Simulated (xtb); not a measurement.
xtb input for Si(F)(OH)2(SMe) (CH5FO2SSi), SMILES CS[Si](O)(O)F, GFN2-xTB. 

```
$ xtb mol.xyz --gfn 2 --sp --chrg 0 --uhf 0 --json
$ cat mol.xyz
11

C     -2.32937597    -0.36977181    -0.29403437
S     -1.04776132     0.85034069    -0.72945104
Si     0.63975334    -0.07315504     0.15684871
O      0.79722040    -1.56414926    -0.41676914
O      2.00208446     0.75886380    -0.05230414
F      0.38788383    -0.19528475     1.74942752
H     -2.39469894    -0.45469201     0.78544920
H     -2.07709829    -1.32584500    -0.73926574
H     -3.26503459     0.00041153    -0.69903836
H      1.58750494    -2.07206866    -0.24714394
H      2.04782346     1.68939065     0.14727850
```

Program output:

```
[banner left out]
          |                Calculation Setup                |
           -------------------------------------------------



           -------------------------------------------------
          |                 G F N 2 - x T B                 |
           -------------------------------------------------

        Reference                      10.1021/acs.jctc.8b01176
      * Hamiltonian:
        H0-scaling (s, p, d)           1.850000    2.230000    2.230000
        zeta-weighting                 0.500000
      * Dispersion:
        s8                             2.700000
        a1                             0.520000
        a2                             5.000000
        s9                             5.000000
      * Repulsion:
        kExp                           1.500000    1.000000
        rExp                           1.000000
      * Coulomb:
        alpha                          2.000000
        third order                    shell-resolved
        anisotropic                    true
        a3                             3.000000
        a5                             4.000000
        cn-shift                       1.200000
        cn-exp                         4.000000
        max-rad                        5.000000


          ...................................................
          :                      SETUP                      :
          :.................................................:
          :  # basis functions                  41          :
          :  # atomic orbitals                  39          :
          :  # shells                           19          :
          :  # electrons                        38          :
          :  max. iterations                   250          :
          :  Hamiltonian                  GFN2-xTB          :
          :  restarted?                      false          :
          :  GBSA solvation                  false          :
          :  PC potential                    false          :
          :  electronic temp.          300.0000000     K    :
          :  accuracy                    1.0000000          :
          :  -> integral cutoff          0.2500000E+02      :
          :  -> integral neglect         0.1000000E-07      :
          :  -> SCF convergence          0.1000000E-05 Eh   :
          :  -> wf. convergence          0.1000000E-03 e    :
          :  Broyden damping             0.4000000          :
          :  net charge                          0          :
          :  unpaired electrons                  0          :
          ...................................................

 iter      E             dE          RMSdq      gap      omega  full diag
   1    -22.7837180 -0.227837E+02  0.711E+00    5.41       0.0  T
   2    -22.8400397 -0.563217E-01  0.367E+00    4.84       1.0  T
   3    -22.8374112  0.262852E-02  0.170E+00    4.71       1.0  T
   4    -22.8475272 -0.101161E-01  0.797E-01    4.55       1.0  T
   5    -22.8487849 -0.125767E-02  0.498E-01    4.65       1.0  T
   6    -22.8499326 -0.114772E-02  0.194E-01    4.63       1.0  T
   7    -22.8501201 -0.187433E-03  0.418E-02    4.62       1.0  T
   8    -22.8501215 -0.143926E-05  0.256E-02    4.62       1.2  T
   9    -22.8501208  0.713573E-06  0.147E-02    4.62       2.1  T
  10    -22.8501222 -0.142538E-05  0.321E-03    4.62       9.4  T
  11    -22.8501222 -0.294585E-07  0.155E-03    4.62      19.5  T
  12    -22.8501222 -0.598068E-08  0.481E-04    4.62      62.7  T
  13    -22.8501222 -0.131988E-08  0.148E-04    4.62     203.1  T

   *** convergence criteria satisfied after 13 iterations ***

         #    Occupation            Energy/Eh            Energy/eV
      -------------------------------------------------------------
         1        2.0000           -0.8713396             -23.7104
       ...           ...                  ...                  ...
        13        2.0000           -0.4975271             -13.5384
        14        2.0000           -0.4974891             -13.5374
        15        2.0000           -0.4929648             -13.4143
        16        2.0000           -0.4902085             -13.3393
        17        2.0000           -0.4698978             -12.7866
        18        2.0000           -0.4210523             -11.4574
        19        2.0000           -0.3684311             -10.0255 (HOMO)
        20                         -0.1986834              -5.4065 (LUMO)
        21                         -0.1287080              -3.5023
        22                         -0.1236175              -3.3638
        23                         -0.0982798              -2.6743
        24                         -0.0278025              -0.7565
       ...                                ...                  ...
        39                          0.9515931              25.8942
      -------------------------------------------------------------
                  HL-Gap            0.1697477 Eh            4.6191 eV
             Fermi-level           -0.2835573 Eh           -7.7160 eV

 SCC (total)                   0 d,  0 h,  0 min,  0.014 sec
 SCC setup                      ...        0 min,  0.000 sec (  0.890%)
 Dispersion                     ...        0 min,  0.000 sec (  0.675%)
 classical contributions        ...        0 min,  0.000 sec (  0.180%)
 integral evaluation            ...        0 min,  0.002 sec ( 14.618%)
 iterations                     ...        0 min,  0.007 sec ( 52.149%)
 molecular gradient             ...        0 min,  0.004 sec ( 30.591%)
 printout                       ...        0 min,  0.000 sec (  0.795%)

         :::::::::::::::::::::::::::::::::::::::::::::::::::::
         ::                     SUMMARY                     ::
         :::::::::::::::::::::::::::::::::::::::::::::::::::::
         :: total energy             -22.702731831045 Eh    ::
         :: gradient norm              0.000243031202 Eh/a0 ::
         :: HOMO-LUMO gap              4.619070312791 eV    ::
         ::.................................................::
         :: SCC energy               -22.850112676312 Eh    ::
         :: -> isotropic ES            0.081337578928 Eh    ::
         :: -> anisotropic ES         -0.002526716288 Eh    ::
         :: -> anisotropic XC          0.002390472004 Eh    ::
         :: -> dispersion             -0.007602339706 Eh    ::
         :: repulsion energy           0.147380845267 Eh    ::
         :: add. restraining           0.000000000000 Eh    ::
         :: total charge              -0.000000000000 e     ::
         :::::::::::::::::::::::::::::::::::::::::::::::::::::

           -------------------------------------------------
          |                Property Printout                |
           -------------------------------------------------

    * Orbital Energies and Occupations

         #    Occupation            Energy/Eh            Energy/eV
      -------------------------------------------------------------
         1        2.0000           -0.8713396             -23.7104
       ...           ...                  ...                  ...
         7        2.0000           -0.5961672             -16.2225
         8        2.0000           -0.5614121             -15.2768
         9        2.0000           -0.5319937             -14.4763
        10        2.0000           -0.5197833             -14.1440
        11        2.0000           -0.5194098             -14.1339
        12        2.0000           -0.5037550             -13.7079
        13        2.0000           -0.4975271             -13.5384
        14        2.0000           -0.4974891             -13.5374
        15        2.0000           -0.4929648             -13.4143
        16        2.0000           -0.4902085             -13.3393
        17        2.0000           -0.4698978             -12.7866
        18        2.0000           -0.4210523             -11.4574
        19        2.0000           -0.3684311             -10.0255 (HOMO)
        20                         -0.1986834              -5.4065 (LUMO)
        21                         -0.1287080              -3.5023
        22                         -0.1236175              -3.3638
        23                         -0.0982798              -2.6743
        24                         -0.0278025              -0.7565
        25                          0.0154559               0.4206
        26                          0.0253364               0.6894
        27                          0.0302126               0.8221
        28                          0.0812035               2.2097
        29                          0.0969500               2.6381
        30                          0.1393812               3.7928
       ...                                ...                  ...
        39                          0.9515931              25.8942
      -------------------------------------------------------------
                  HL-Gap            0.1697477 Eh            4.6191 eV
             Fermi-level           -0.2835573 Eh           -7.7160 eV

     #   Z          covCN         q      C6AA      α(0)
     1   6 C        3.746    -0.054    21.611     6.631
     2  16 S        1.847    -0.274   152.880    20.811
     3  14 Si       3.134     0.685   145.238    25.788
     4   8 O        1.576    -0.443    21.760     6.295
     5   8 O        1.576    -0.460    22.107     6.345
     6   9 F        0.705    -0.278    12.079     4.104
     7   1 H        0.925     0.054     2.274     2.358
     8   1 H        0.925     0.054     2.266     2.354
     9   1 H        0.925     0.064     2.158     2.297
    10   1 H        0.811     0.327     0.644     1.260
    11   1 H        0.811     0.326     0.647     1.263

 Mol. C6AA /au·bohr⁶  :       2233.196017
 Mol. C8AA /au·bohr⁸  :      82144.567244
 Mol. α(0) /au        :         79.505676


Wiberg/Mayer (AO) data.
largest (>0.10) Wiberg bond orders for each atom

 ---------------------------------------------------------------------------
     #   Z sym  total        # sym  WBO       # sym  WBO       # sym  WBO
 ---------------------------------------------------------------------------
     1   6 C    3.976 --     2 S    1.005     8 H    0.990     7 H    0.989
                             9 H    0.984
     2  16 S    2.136 --     1 C    1.005     3 Si   0.953
     3  14 Si   4.373 --     4 O    1.196     5 O    1.175     6 F    1.021
                             2 S    0.953
     4   8 O    2.209 --     3 Si   1.196    10 H    0.871
     5   8 O    2.193 --     3 Si   1.175    11 H    0.878
     6   9 F    1.166 --     3 Si   1.021
     7   1 H    0.997 --     1 C    0.989
     8   1 H    0.997 --     1 C    0.990
     9   1 H    0.995 --     1 C    0.984
    10   1 H    0.893 --     4 O    0.871
    11   1 H    0.894 --     5 O    0.878
 ---------------------------------------------------------------------------

Topologies differ in total number of bonds
Writing topology from bond orders to xtbtopo.mol

molecular dipole:
                 x           y           z       tot (Debye)
 q only:        0.390      -0.167      -0.054
   full:        0.469      -0.431       0.153       1.665
molecular quadrupole (traceless):
                xx          xy          yy          xz          yz          zz
 q only:        3.427       1.611       3.159      -0.392       1.410      -6.586
  q+dip:        3.711       2.247       3.283      -0.788       2.944      -6.994
   full:        4.908       2.630       3.601      -0.531       2.524      -8.509


           -------------------------------------------------
          | TOTAL ENERGY              -22.702731831045 Eh   |
          | GRADIENT NORM               0.000243031202 Eh/α |
Note: The following floating-point exceptions are signalling: IEEE_UNDERFLOW_FLAG IEEE_DENORMAL
normal termination of xtb
          | HOMO-LUMO GAP               4.619070312791 eV   |
           -------------------------------------------------

------------------------------------------------------------------------
------------------------------------------------------------------------
 total:
 SCF:
```

The run converged.

Cost: very roughly 0.04 core-seconds.
